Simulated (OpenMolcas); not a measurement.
**Multiplet structure of P II**

* Program: OpenMolcas
* Method: XMS-CASPT2, IPEA 0.25 Eh, imaginary shift 0.1 Eh (closed shells correlated: 2s 2p 3s)
* Basis: ANO-RCC-VTZP [5s4p2d1f]
* Scalar Hamiltonian: DKH2, point nucleus
* Active space: 2 electrons in 3 orbitals (3p)
* State averaging: 2S+1 = 3 even, 3 roots; 2S+1 = 1 even, 6 roots
* Spin-orbit coupling: RASSI with atomic mean-field integrals over the reference wave functions, term energies averaged over their components

Spin-free terms above the lowest, with the occupations of the reference:

```csv
Configuration,Term,E (cm⁻¹),Occupations
3s² 3p²,³P,0.0,3p 2.00
3s² 3p²,¹D,8590,3p 2.00
3s² 3p²,¹S,22100,3p 2.00
```

With spin-orbit coupling, above the lowest level:

```
Configuration  Term  J  E (cm⁻¹)  Measured (cm⁻¹)      g  Term weight %
      3s² 3p²    ³P  0       0.0              0.0                   100
      3s² 3p²    ³P  1       146              165  1.501            100
      3s² 3p²    ³P  2       421              469  1.501            100
      3s² 3p²    ¹D  2      8880             8882  1.000            100
      3s² 3p²    ¹S  0     22390            21576                   100
```

Against the 4 measured excited levels shown (NIST Handbook of Basic Atomic Spectroscopic Data) the mean absolute deviation is 220 cm-1; the largest miss in energy is 3s² 3p² ¹S₀: computed 22390, measured 21576 cm⁻¹ (+3.8 %), and the largest in proportion 3s² 3p² ³P₁ (-11.3 %).

Spin-orbit coupling puts the lowest level 286 cm⁻¹ below the lowest spin-free term.

For ³P the intervals divided by the larger J are 146.2, 137.2 cm-1. Landé's interval rule makes them equal in pure LS coupling; they differ by 6 % of their mean. The multiplet is regular.

Term energies are means over components that CASPT2 splits; among the terms shown or strongly mixed into the levels shown the widest spread is 520 cm-1 (3s² 3p² ¹D). With the s shell closed, the reference lacks s² → p² mixing. Measured partners are found by configuration, term and J. A level has none where our copy of the source lacks it or the pairing is in doubt (some pairs that miss far off the trend of their configuration count as doubtful), and it then counts in no deviation. Only configurations of the active space appear.

The term weight is that of the spin-free term in the level, not the purity of its configuration.
